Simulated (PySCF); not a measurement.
Members of one family of related compounds. Method: TDDFT PBE0/def2-SVPD, vertical, gas phase, core orbitals frozen in the response (PySCF). Geometries: PBE0-D3(BJ)/def2-SVP; one conformer of each isolated species. Triplets are in the Tamm–Dancoff approximation.

Question: Rank by computed S1–T1 gap, highest first.
A. `B(Cl)([C@@H]1SBSC1)Cl`
B. `CCC[C@H]1CSBS1`
C. `[SiH3]S[C@H]1CSBS1`
D. `B1SC[C@H](c2ccco2)S1`

Answer: D (1.22 eV), B (0.98 eV), C (0.82 eV), A (0.22 eV).

| SMILES | S1−T1 (eV) | S1 (eV) | T1 (eV) | S1 mainly | T1 mainly | f(S1) |
| --- | --- | --- | --- | --- | --- | --- |
| B1SC[C@H](c2ccco2)S1 | 1.22 | 5.02 | 3.80 | H→L (78%) | H→L+1 (49%) | 0.034 |
| CCC[C@H]1CSBS1 | 0.98 | 5.17 | 4.19 | H→L (97%) | H→L (99%) | 0.093 |
| [SiH3]S[C@H]1CSBS1 | 0.82 | 4.97 | 4.15 | H→L (95%) | H→L (81%) | 0.044 |
| ClB(Cl)[C@H]1CSBS1 | 0.22 | 4.17 | 3.95 | H→L (98%) | H→L (92%) | 0.014 |

H and L stand for HOMO and LUMO. For `B1SC[C@H](c2ccco2)S1` the leading configurations of S1 and T1 differ. Singlets come from full response and triplets from the Tamm–Dancoff approximation.
